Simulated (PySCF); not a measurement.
boron oxyfluoride (BFO), SMILES O=BF. Atoms are numbered in the order given.

```xyz
3

F      0.0000     0.0000     1.1962
B      0.0000     0.0000    -0.0860
O      0.0000     0.0000    -1.2920
```

Geometry: PBE0-D3(BJ)/def2-TZVP.

Two levels are set side by side: PBE/pcJ-1 (PySCF) and B3LYP/pcJ-1 (PySCF). One-bond couplings, all four terms, same geometry. Isotopes: 11B, 17O, 19F. Differences are taken from unrounded values.

```csv
quantity,B3LYP
"¹J(F1,B2) (Hz)",-71.2
```

**Question.** What does PBE give, and how far is it from B3LYP? (The exact figures need the calculation; the answer reports its results.)

**Answer.** 
```csv
quantity,PBE,PBE minus B3LYP
"¹J(F1,B2) (Hz)",-132.4,-61.2
```

Rough cost on one machine, each run with all the roots and properties that it gave: B3LYP against PBE within a factor of 2.
